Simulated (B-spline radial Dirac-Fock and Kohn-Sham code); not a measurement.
Relativistic shifts of the levels of Rb⁵⁺

System: Rb⁵⁺, [Ar] 3d10 4s2 4p2.

Both columns are ΔSCF binding energies of the configuration average from a radial finite-basis atomic code: non-relativistic Hartree-Fock with a point nucleus, and Dirac-Fock with a finite nucleus and the Coulomb interaction alone, averaged over the two j levels with weights 2j+1.

```tsv
shell	Hartree-Fock (eV)	Dirac-Fock (eV)	shift (eV)	shift (%)
1s	15029.6	15319.0	+289.39	+1.93
2s	2090.3	2156.8	+66.49	+3.18
2p	1893.6	1910.1	+16.50	+0.87
3s	394.4	406.2	+11.80	+2.99
3p	322.0	324.8	+2.85	+0.89
3d	192.4	190.3	-2.14	-1.11
4s	98.40	100.1	+1.74	+1.77
4p	81.37	81.67	+0.31	+0.38
```

Relativity binds 1s, 2s, 2p, 3s, 3p, 4s, 4p more strongly, among those listed most of all 2s in relative terms, and 3d more weakly, because the contracted s and p shells screen the nucleus better.

Values without a named source are computed, but for edge energies of neutral atoms, which are taken from tables.
